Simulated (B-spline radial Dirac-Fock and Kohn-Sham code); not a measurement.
**Binding energies of Yb⁷⁺ at several levels of theory**

System: Yb⁷⁺, [Kr] 4d10 4f12 5s2 5p3.

The density-functional columns are spherical, spin-unpolarised Dirac-Kohn-Sham results without Breit or QED terms: −ε is minus the orbital energy of the initial state and ΔSCF the difference of two total energies. The reference in the last column comes from Dirac-Fock (average of configuration) total-energy differences with a finite nucleus, the Breit interaction including its frequency dependence, and self-energy and vacuum-polarisation corrections. All numbers are from an atomic code on a B-spline grid, in eV; a selection of levels is shown. For the 1s level of heavy atoms much of the gap between ΔSCF and the reference is the Breit and QED part, -290.1 eV here; for other levels the error of the functional can be larger.

```tsv
level	PBE −ε	PBE ΔSCF	LDA −ε	LDA ΔSCF	Dirac-Fock
K (1s)	61264.1	61783.4	61210.7	61728.3	61450.3
L1 (2s)	10468.1	10564.5	10460.6	10557.3	10616.3
L2 (2p1/2)	9991.2	10114.2	9987.9	10111.0	10100.0
L3 (2p3/2)	8944.1	9052.1	8942.1	9050.2	9065.0
M1 (3s)	2447.3	2477.3	2445.2	2475.4	2525.3
M2 (3p1/2)	2236.5	2268.6	2235.8	2267.9	2299.2
M3 (3p3/2)	2014.3	2043.9	2013.9	2043.6	2076.6
M4 (3d3/2)	1655.2	1690.2	1655.4	1690.5	1697.3
M5 (3d5/2)	1606.6	1640.7	1606.9	1641.0	1649.7
N1 (4s)	571.7	587.2	570.9	586.3	612.8
N3 (4p3/2)	435.7	450.7	435.3	450.2	469.8
N4 (4d3/2)	295.0	309.6	295.1	309.6	317.8
N5 (4d5/2)	285.7	300.2	285.8	300.2	308.6
N6,7 (4f)	112.1	125.2	112.5	125.7	121.6
O1 (5s)	155.0	164.6	155.5	165.1	162.6
O2,3 (5p)	123.3	131.9	123.8	132.5	129.9
```

**Question.** Order the estimates of the K (1s) level by their distance from the Dirac-Fock value, nearest first.
A. PBE ΔSCF
B. PBE −ε
C. LDA −ε
D. LDA ΔSCF

**Answer.** B (186.2 eV), C (239.6 eV), D (278.0 eV), A (333.2 eV).

An eigenvalue near the reference for a deep level is a cancellation of errors: it lacks relaxation, carries self-interaction and omits Breit and QED terms.

Values without a named source are computed, but for edge energies of neutral atoms, which are taken from tables.
